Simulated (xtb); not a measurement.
C₂F₃, SMILES C(F)(=[C]F)F (connectivity only; charge and spin as stated), charge +1, multiplicity 1. All values are semi-empirical tight-binding results from xtb (GFN2-xTB unless named), good for trends rather than for accurate numbers. Geometry: GFN2-xTB. The spin state was assumed, not searched. The isomer is the one that the SMILES or the coordinates give; other isomers of the formula were not compared.

Computed properties:
```json
{
  "point_group_as_xtb_finds_it": "Cs",
  "orbital_gap": "1.17 eV",
  "zero_point_energy": "10.1 kcal/mol",
  "G − E(el) at 298.15 K (modified RRHO)": "-7.8 kcal/mol",
  "static polarisability (D4 model)": "25.7 bohr³",
  "solvation energy, GFN2-xTB/ALPB(water)": "-63.6 kcal/mol",
  "solvation energy, GFN2-xTB/ALPB(dmso)": "-54.5 kcal/mol"
}
```

Computed IR lines (harmonic; lines under 4 % of the strongest left out, lines within 3 cm⁻¹ merged):
ν (cm⁻¹): 496 (w), 1274 (vs), 1283 (s), 1919 (m) (against the strongest line: vs over 80 %, s over 45 %, m over 15 %, w over 4 %, vw less)
